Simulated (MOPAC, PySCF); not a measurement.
H3BS3, SMILES `SB(S)S`, neutral singlet in the gas phase. 

Cartesian coordinates (Å):
SMILES: B(S)(S)S
```xyz
7

S     -0.4416     1.4683     0.0078
B      0.2714    -0.1929     0.0092
S      2.0739    -0.3691     0.0931
S     -0.6491    -1.7497    -0.0665
H     -1.7407     1.1349    -0.0615
H      2.3722     0.9404     0.1346
H     -1.8861    -1.2320    -0.1166
```
Charge 0, multiplicity 1.

All levels are single points at this geometry (B3LYP-D3(BJ)/def2-TZVP); Pople sets use spherical d functions. Orbital energies aren't observables, and empty levels follow the basis.

```json
[
 {"level": "B3LYP-D3(BJ)/def2-TZVP in PySCF", "HOMO (eV)": "-7.29", "LUMO (eV)": "-0.92", "gap (eV)": "6.37", "dipole (D)": "1.60", "vertical IE, Delta-SCF (eV)": "9.47"},
 {"level": "B3LYP/6-311+G** in PySCF", "HOMO (eV)": "-7.33", "LUMO (eV)": "-1.11", "gap (eV)": "6.23", "dipole (D)": "1.83", "vertical IE, Delta-SCF (eV)": "–"},
 {"level": "B3LYP/LANL2DZ in PySCF", "HOMO (eV)": "-7.38", "LUMO (eV)": "-0.75", "gap (eV)": "6.64", "dipole (D)": "2.50", "vertical IE, Delta-SCF (eV)": "–"},
 {"level": "BP86/6-31G* in PySCF", "HOMO (eV)": "-6.37", "LUMO (eV)": "-1.53", "gap (eV)": "4.84", "dipole (D)": "1.89", "vertical IE, Delta-SCF (eV)": "–"},
 {"level": "M06-2X/6-31G* in PySCF", "HOMO (eV)": "-8.61", "LUMO (eV)": "0.15", "gap (eV)": "8.76", "dipole (D)": "1.94", "vertical IE, Delta-SCF (eV)": "–"},
 {"level": "SVWN5/6-31G* in PySCF", "HOMO (eV)": "-6.35", "LUMO (eV)": "-1.61", "gap (eV)": "4.74", "dipole (D)": "1.99", "vertical IE, Delta-SCF (eV)": "–"},
 {"level": "HF/3-21G in PySCF", "HOMO (eV)": "-10.57", "LUMO (eV)": "2.65", "gap (eV)": "13.22", "dipole (D)": "2.51", "vertical IE, Delta-SCF (eV)": "–"},
 {"level": "AM1 in MOPAC", "HOMO (eV)": "-9.49", "LUMO (eV)": "-0.89", "gap (eV)": "8.61", "dipole (D)": "2.30", "vertical IE, Delta-SCF (eV)": "–"},
 {"level": "PM6 in MOPAC", "HOMO (eV)": "-9.40", "LUMO (eV)": "-1.29", "gap (eV)": "8.11", "dipole (D)": "1.79", "vertical IE, Delta-SCF (eV)": "–"}
]
```
